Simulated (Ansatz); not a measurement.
Ansatz (a first-principles code) input (B3LYP/6-31G*):

Ansatz 0.2 input:
```yaml
crystal:
  periodic: [false, false, false]
  atoms:
    - {symbol: S, position_ang: [-1.00901643, 0.03002525, 0.46706827]}
    - {symbol: S, position_ang: [0.90821910, 0.02587759, -0.48212128]}
    - {symbol: H, position_ang: [1.61275718, -0.89444529, 0.24084815]}
basis:
  gaussian:
    orbitals: 6-31G*
hamiltonian:
  xc: {name: B3LYP}
total_charge: -1
phonons: {temperatures: {t_min: 298.15, t_max: 298.15, t_step: 100}}
```

Output:

```
WARN ansatz: RAYON_NUM_THREADS=1 ignored (pool sized by the plan → 1); use --threads N
Functional definition: B3LYP
integrals: 0.01 GiB planned
384 factors; integrals over basis functions are off by at most 3.9e-4 eV
mean field: 0.09 GiB planned
mean field evaluation 1: about -21686.8154 eV, gradient 1.7e1 eV
mean field evaluation 2: about -21686.0467 eV, gradient 2.3e1 eV
mean field evaluation 4: about -21687.7849 eV, gradient 8.6e-1 eV
mean field evaluation 8: about -21687.7962 eV, gradient 6.7e-3 eV
mean field -21687.79623323 eV, -797.0118110549 hartree, gradient 3.0e-5 eV, S^2 0.000000; 0 other end points of the search recorded, 0 dependent functions left out
the calculation of the forces begins
reference -21687.79641108 eV, -797.0118175906 hartree; 17, 17 occupied and 23, 23 virtual orbitals, 384 factors
these checks for a lower state are left out or cut short: stability, starts, cluster_reference, orbital_swaps, neighbouring_geometries, increment
integrals: 0.01 GiB planned
384 factors; integrals over basis functions are off by at most 3.9e-4 eV
mean field: 0.09 GiB planned
mean field evaluation 16: about -21687.7962 eV, gradient 4.6e-2 eV
mean field -21687.79623159 eV, -797.0118109948 hartree, gradient 1.2e-6 eV, S^2 0.000000; 0 other end points of the search recorded, 0 dependent functions left out
the calculation of the forces begins
reference -21687.79640941 eV, -797.0118175293 hartree; 17, 17 occupied and 23, 23 virtual orbitals, 384 factors
these checks for a lower state are left out or cut short: stability, starts, cluster_reference, orbital_swaps, neighbouring_geometries, increment
integrals: 0.01 GiB planned
384 factors; integrals over basis functions are off by at most 3.9e-4 eV
mean field: 0.09 GiB planned
mean field -21687.79622365 eV, -797.0118107030 hartree, gradient 1.4e-6 eV, S^2 0.000000; 0 other end points of the search recorded, 0 dependent functions left out
the calculation of the forces begins
reference -21687.79640153 eV, -797.0118172400 hartree; 17, 17 occupied and 23, 23 virtual orbitals, 384 factors
these checks for a lower state are left out or cut short: stability, starts, cluster_reference, orbital_swaps, neighbouring_geometries, increment
integrals: 0.01 GiB planned
384 factors; integrals over basis functions are off by at most 3.9e-4 eV
mean field: 0.09 GiB planned
mean field evaluation 32: about -21687.7962 eV, gradient 1.4e-4 eV
mean field -21687.79621309 eV, -797.0118103148 hartree, gradient 2.5e-6 eV, S^2 0.000000; 0 other end points of the search recorded, 0 dependent functions left out
the calculation of the forces begins
reference -21687.79639091 eV, -797.0118168494 hartree; 17, 17 occupied and 23, 23 virtual orbitals, 384 factors
these checks for a lower state are left out or cut short: stability, starts, cluster_reference, orbital_swaps, neighbouring_geometries, increment
integrals: 0.01 GiB planned
384 factors; integrals over basis functions are off by at most 3.9e-4 eV
mean field: 0.09 GiB planned
mean field -21687.79621763 eV, -797.0118104815 hartree, gradient 2.4e-6 eV, S^2 0.000000; 0 other end points of the search recorded, 0 dependent functions left out
the calculation of the forces begins
reference -21687.79639550 eV, -797.0118170183 hartree; 17, 17 occupied and 23, 23 virtual orbitals, 384 factors
these checks for a lower state are left out or cut short: stability, starts, cluster_reference, orbital_swaps, neighbouring_geometries, increment
integrals: 0.01 GiB planned
384 factors; integrals over basis functions are off by at most 4.0e-4 eV
mean field: 0.09 GiB planned
mean field -21687.79615794 eV, -797.0118082880 hartree, gradient 2.7e-6 eV, S^2 0.000000; 0 other end points of the search recorded, 0 dependent functions left out
the calculation of the forces begins
reference -21687.79633585 eV, -797.0118148262 hartree; 17, 17 occupied and 23, 23 virtual orbitals, 384 factors
these checks for a lower state are left out or cut short: stability, starts, cluster_reference, orbital_swaps, neighbouring_geometries, increment
integrals: 0.01 GiB planned
384 factors; integrals over basis functions are off by at most 3.9e-4 eV
mean field: 0.09 GiB planned
mean field -21687.79617451 eV, -797.0118088969 hartree, gradient 1.9e-6 eV, S^2 0.000000; 0 other end points of the search recorded, 0 dependent functions left out
the calculation of the forces begins
reference -21687.79635228 eV, -797.0118154300 hartree; 17, 17 occupied and 23, 23 virtual orbitals, 384 factors
these checks for a lower state are left out or cut short: stability, starts, cluster_reference, orbital_swaps, neighbouring_geometries, increment
integrals: 0.01 GiB planned
384 factors; integrals over basis functions are off by at most 3.9e-4 eV
mean field: 0.09 GiB planned
mean field -21687.79620702 eV, -797.0118100917 hartree, gradient 2.7e-6 eV, S^2 0.000000; 0 other end points of the search recorded, 0 dependent functions left out
the calculation of the forces begins
reference -21687.79638490 eV, -797.0118166288 hartree; 17, 17 occupied and 23, 23 virtual orbitals, 384 factors
these checks for a lower state are left out or cut short: stability, starts, cluster_reference, orbital_swaps, neighbouring_geometries, increment
integrals: 0.01 GiB planned
384 factors; integrals over basis functions are off by at most 3.9e-4 eV
mean field: 0.09 GiB planned
mean field evaluation 64: about -21687.7870 eV, gradient 1.1e-1 eV
mean field -21687.79621104 eV, -797.0118102395 hartree, gradient 2.8e-6 eV, S^2 0.000000; 0 other end points of the search recorded, 0 dependent functions left out
the calculation of the forces begins
reference -21687.79638885 eV, -797.0118167739 hartree; 17, 17 occupied and 23, 23 virtual orbitals, 384 factors
these checks for a lower state are left out or cut short: stability, starts, cluster_reference, orbital_swaps, neighbouring_geometries, increment
integrals: 0.01 GiB planned
384 factors; integrals over basis functions are off by at most 3.9e-4 eV
mean field: 0.09 GiB planned
mean field -21687.79618395 eV, -797.0118092439 hartree, gradient 1.4e-6 eV, S^2 0.000000; 0 other end points of the search recorded, 0 dependent functions left out
the calculation of the forces begins
reference -21687.79636176 eV, -797.0118157783 hartree; 17, 17 occupied and 23, 23 virtual orbitals, 384 factors
these checks for a lower state are left out or cut short: stability, starts, cluster_reference, orbital_swaps, neighbouring_geometries, increment
integrals: 0.01 GiB planned
384 factors; integrals over basis functions are off by at most 4.0e-4 eV
mean field: 0.09 GiB planned
mean field -21687.79617531 eV, -797.0118089263 hartree, gradient 1.5e-6 eV, S^2 0.000000; 0 other end points of the search recorded, 0 dependent functions left out
the calculation of the forces begins
reference -21687.79635319 eV, -797.0118154633 hartree; 17, 17 occupied and 23, 23 virtual orbitals, 384 factors
these checks for a lower state are left out or cut short: stability, starts, cluster_reference, orbital_swaps, neighbouring_geometries, increment
integrals: 0.01 GiB planned
384 factors; integrals over basis functions are off by at most 4.0e-4 eV
mean field: 0.09 GiB planned
mean field -21687.79622562 eV, -797.0118107751 hartree, gradient 1.2e-6 eV, S^2 0.000000; 0 other end points of the search recorded, 0 dependent functions left out
the calculation of the forces begins
reference -21687.79640346 eV, -797.0118173106 hartree; 17, 17 occupied and 23, 23 virtual orbitals, 384 factors
these checks for a lower state are left out or cut short: stability, starts, cluster_reference, orbital_swaps, neighbouring_geometries, increment
integrals: 0.01 GiB planned
384 factors; integrals over basis functions are off by at most 3.9e-4 eV
mean field: 0.09 GiB planned
mean field evaluation 96: about -21687.7962 eV, gradient 1.2e-6 eV
mean field -21687.79621708 eV, -797.0118104614 hartree, gradient 1.2e-6 eV, S^2 0.000000; 0 other end points of the search recorded, 0 dependent functions left out
the calculation of the forces begins
reference -21687.79639493 eV, -797.0118169974 hartree; 17, 17 occupied and 23, 23 virtual orbitals, 384 factors
Total energy: -21687.79641108 eV, -797.0118175906 hartree
Atom 0 at    -1.009016     0.030025     0.467068 Å, force    -0.001214     0.001331    -0.000948 eV/Å
Atom 1 at     0.908219     0.025878    -0.482121 Å, force    -0.001093    -0.001935     0.002801 eV/Å
Atom 2 at     1.612757    -0.894445     0.240848 Å, force     0.002307     0.000605    -0.001853 eV/Å
Dipole moment:     0.524912    -0.137994    -0.100230 e Å
Vibrations: 443.51 826.20 2494.91 cm⁻¹, zero-point energy 0.233377 eV
```

The blocks after the first are displaced geometries, from whose forces the wavenumbers follow.

The dipole moment of an ion depends on the origin.
